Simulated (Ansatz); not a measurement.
Breaking the Br1–H2 bond in HBr (multiplicity 1 held). Energies count from the point at 1.425 Å.


Restricted levels (R-, RO-) in cc, def2 and unpolarised 6-31G sets keep to the state of the molecule at rest. Unrestricted levels (U-) break spin symmetry where that is lower. Active spaces are followed from rest. Full CI gives the lowest state of the spin. Curves can end on different states.

Frozen-core correlation. Filled d and f shells under p-block atoms count as core.

The values were computed with Ansatz (Gaussian basis) for Hartree–Fock, density functionals and correlated methods. Values without a source in brackets are computed.

Energies in eV.

```
R (Å)  R-CCSD(T)/cc-pVDZ  U-CCSD(T)/cc-pVDZ  R-CCSDT/cc-pVDZ  FIC-MRCISD+Q on CASSCF(8,5)/cc-pVDZ  FCI/cc-pVDZ
-----  -----------------  -----------------  ---------------  -----------------------------------  -----------
1.140               1.82               1.82             1.82                                 1.82         1.82
1.282               0.35               0.35             0.35                                 0.35         0.35
1.425               0.00               0.00             0.00                                 0.00         0.00
1.567               0.21               0.21             0.21                                 0.21         0.21
1.710               0.67               0.67             0.67                                 0.66         0.66
1.923               1.48               1.49             1.48                                 1.48         1.48
2.137               2.23               2.27             2.22                                 2.22         2.22
2.493               3.08               3.20             3.08                                 3.07         3.07
2.850               3.47               3.62             3.51                                 3.49         3.50
3.277               3.57               3.73             3.70                                 3.68         3.69
3.847               3.49               3.75             3.76                                 3.74         3.75
4.559               3.40               3.75             3.77                                 3.75         3.76
5.699               3.33               3.76             3.77                                 3.75         3.76
```

Doubts at one or more of the structures used: a restricted determinant that unrestricted orbitals would lower (R-CCSD(T)/cc-pVDZ, R-CCSDT/cc-pVDZ); other coupled-cluster roots lie near (R-CCSD(T)/cc-pVDZ, R-CCSDT/cc-pVDZ); T1 above 0.05 (R-CCSD(T)/cc-pVDZ, U-CCSD(T)/cc-pVDZ, R-CCSDT/cc-pVDZ); a spin-contaminated determinant (U-CCSD(T)/cc-pVDZ).

Ansatz is a program for electronic structure.
